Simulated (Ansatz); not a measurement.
C3H5ClSn. Total charge 0; spin multiplicity 1. Sn: def2 effective core potential. The bonds changed during the relaxation, so this is another structure than the one it started from. Geometry: relaxed with PBE0-D4/def2-TZVP.

```xyz
10

C     1.424    0.839   -0.128
C     0.229    0.694    0.345
C    -1.001    0.601    0.809
Sn   -1.118   -1.927   -0.090
Cl   -1.008   -1.241   -2.390
H     1.919    1.803   -0.063
H     1.945    0.019   -0.607
H    -1.190    0.398    1.858
H    -1.843    0.906    0.193
H     0.644   -2.092    0.074
```

Problem. What is the dipole moment at ωB97M-V/def2-TZVPP? (An estimate is asked.)

Solution. Computed: 3.79 D, with components (0.61, 1.64, 3.36) D in this frame, pointing from negative to positive charge.

Problem. And with PBE, r2SCAN, B3LYP? (An estimate is asked.)

Solution. The calculation gave: PBE 3.61 D, r2SCAN 3.77 D, B3LYP 3.76 D.

Problem. Give the Mulliken charges with ωB97M-V, PBE, B3LYP in def2-TZVPP. (Best estimate.)

Solution. The calculation gave: 
| atom | ωB97M-V | PBE | B3LYP |
| --- | --- | --- | --- |
| C1 | -0.14 | -0.16 | -0.20 |
| C2 | 0.07 | 0.03 | 0.09 |
| C3 | -0.43 | -0.32 | -0.38 |
| Sn4 | 0.42 | 0.44 | 0.50 |
| Cl5 | -0.42 | -0.42 | -0.45 |
| H6 | 0.13 | 0.12 | 0.13 |
| H7 | 0.14 | 0.13 | 0.15 |
| H8 | 0.19 | 0.17 | 0.18 |
| H9 | 0.21 | 0.19 | 0.19 |
| H10 | -0.16 | -0.18 | -0.20 |

B3LYP here is the variant with VWN-RPA as its local correlation; programs differ in this.
